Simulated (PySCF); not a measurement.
This PySCF input asks for the NMR shieldings of SMILES CC#CB(P)CB(F)F, C₄H₇B₂F₂P; the geometry comes from GFN2-xTB.

```python
import basis_set_exchange as bse
import numpy as np
from pyscf import gto, dft
from pyscf.prop import nmr

atoms = """
C     3.216122   -0.752810    0.299688
C     1.865812   -0.249193    0.264029
C     0.727703    0.160872    0.229262
B    -0.668283    0.692393    0.194016
P    -1.107696    2.226344    1.213606
C    -1.803962   -0.122322   -0.578876
B    -2.201314   -1.348691    0.312745
F    -3.201358   -1.323736    1.174460
F    -1.539871   -2.492296    0.306435
H     3.208892   -1.807100    0.576056
H     3.669257   -0.654191   -0.686958
H     3.812811   -0.195886    1.022044
H    -1.921366    2.868170    0.295799
H     0.012444    2.989864    0.934265
H    -1.400149   -0.482329   -1.524951
H    -2.676642    0.499856   -0.775547
"""
names = dict.fromkeys(["C", "B", "P", "F", "H"], "pcSseg-1")
basis = {el: gto.basis.parse(bse.get_basis(n, elements=[el], fmt="nwchem")) for el, n in names.items()}
mol = gto.M(atom=atoms, basis=basis, charge=0, verbose=0)
mf = dft.RKS(mol, xc="PBE0")
mf.grids.level = 2
mf.grids.alignment = dft.numint.BLKSIZE   # the property module wants whole blocks of grid points
mf.conv_tol = 1e-9
mf.kernel()

calc = nmr.RKS(mf)   # GIAO
C = mf.mo_coeff
Co = C[:, mf.mo_occ > 0]
resp = mf.gen_response(singlet=True, hermi=2)
def vind(x):   # induced exchange potential for any number of trial vectors
    d = np.einsum("pi,xij,qj->xpq", C, 2 * x.reshape(-1, C.shape[1], Co.shape[1]), Co, optimize=True)
    return np.einsum("xpq,pi,qj->xij", resp(d - d.transpose(0, 2, 1)), C, Co, optimize=True).ravel()
mo1, _ = nmr.rhf.solve_mo1(calc, with_cphf=vind)
sigma = calc.kernel(mo1)
for i, s in enumerate(sigma):   # ppm
    w = np.linalg.eigvalsh((s + s.T) / 2)
    print("%2d %-2s iso %8.1f  s11 %8.1f  s22 %8.1f  s33 %8.1f" % (i, mol.atom_pure_symbol(i), w.mean(), *w))
```

Task: Give the expected output.

Result: 
```
 0 C  iso    178.8  s11    171.9  s22    173.1  s33    191.3
 1 C  iso     33.5  s11    -20.4  s22      3.6  s33    117.3
 2 C  iso     90.4  s11     -6.2  s22     -1.4  s33    278.8
 3 B  iso     26.1  s11    -64.0  s22     14.5  s33    127.7
 4 P  iso    494.8  s11    399.1  s22    474.3  s33    611.0
 5 C  iso    157.8  s11    113.1  s22    171.8  s33    188.4
 6 B  iso     74.0  s11     50.4  s22     80.0  s33     91.7
 7 F  iso    234.9  s11     57.8  s22    292.1  s33    355.0
 8 F  iso    236.5  s11     61.9  s22    290.7  s33    357.0
 9 H  iso     29.2  s11     24.3  s22     27.8  s33     35.5
10 H  iso     29.2  s11     24.8  s22     27.4  s33     35.5
11 H  iso     29.3  s11     24.3  s22     27.7  s33     35.8
12 H  iso     29.1  s11     24.3  s22     27.6  s33     35.3
13 H  iso     28.8  s11     24.0  s22     27.3  s33     35.2
14 H  iso     29.9  s11     27.0  s22     28.2  s33     34.5
15 H  iso     29.6  s11     26.6  s22     29.3  s33     32.8
```

These numbers come from an equivalent density-fitted implementation of the same equations, which agrees with the script to about 0.01 ppm for H and up to a few tenths of a ppm for heavy atoms, so last digits may differ.

Size and cost of the density-fitted run: 195 basis functions, 82 s wall time on 1 thread of an Intel Xeon, shared host; peak memory 0.9 GiB.
